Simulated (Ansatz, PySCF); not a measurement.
Reaction (SMILES): C[SiH2]C [dimethylsilane] → C[SiH]C + H atom (the H-Si bond at the site shown breaks; other sites are not compared here)
Structures are relaxed separately at B3LYP-D3(BJ)/def2-TZVP in Ansatz (a first-principles code). Frequencies are from Ansatz or PySCF.

Property: bond dissociation energy (enthalpy at 298 K, with B3LYP-D3(BJ) rigid-rotor harmonic-oscillator terms), in kcal/mol. Correlated levels leave the core frozen unless marked. UHF or UKS for open shells. No spin-orbit coupling. Non-relativistic unless marked X2C. CBS marks a two-point X^-3 extrapolation of the correlation energy; Hartree-Fock from the larger set (for Q and 5 zeta extrapolated as (X+1)exp(-9√X)).

| level | program | bond dissociation energy (kcal/mol) |
|---|---|---|
| HF/6-31G | Ansatz | 66.0 |
| HF/cc-pV(D+d)Z | Ansatz | 73.0 |

### Question
Predict the CCSD(T)/CBS(cc-pV(Q+d)Z,cc-pV(5+d)Z) result (Ansatz).

### Answer
93.7 kcal/mol, so HF/cc-pV(D+d)Z differs from it by -20.7 kcal/mol.
